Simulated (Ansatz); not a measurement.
**Telling isomers of C2H8GeO+ apart by their spectra**

These gas-phase data were calculated for one isomer of C2H8GeO+ at PBE0-D3(BJ)/def2-SVP (harmonic, unscaled wavenumbers; equilibrium rotational constants with average atomic masses):

```
rotational constants            : 6.021, 3.215, 2.372 GHz
all wavenumbers above 1500 cm⁻¹ : 3864, 3770, 3175, 3153, 3144, 3078, 3061, 2098, 1612
```

Candidates:

(1) the doublet with the links of `[CH3][Ge]([CH3])[OH2+]`
(2) the doublet with the links of `C[CH2][GeH][OH2+]`

Question: Assign the data to one candidate and say why.

Answer: Candidate (2). The band at 2098 cm⁻¹ lies where the Ge–H stretch is expected; (1) has no mode between 1900 and 2250 cm⁻¹.

The same quantities for all candidates:

```
     rotational constants (GHz)                           wavenumbers above 1500 cm⁻¹  E above the lowest, PBE0-D3(BJ)/def2-SVP (kcal/mol)
(1)          4.825, 4.459, 2.87  3866, 3773, 3199, 3198, 3177, 3175, 3060, 3059, 1615                                                  0.0
(2)         6.021, 3.215, 2.372  3864, 3770, 3175, 3153, 3144, 3078, 3061, 2098, 1612                                                 12.5
```

Each candidate is one conformer. Open shells are spin-unrestricted. Programs: Ansatz 0.2.0.
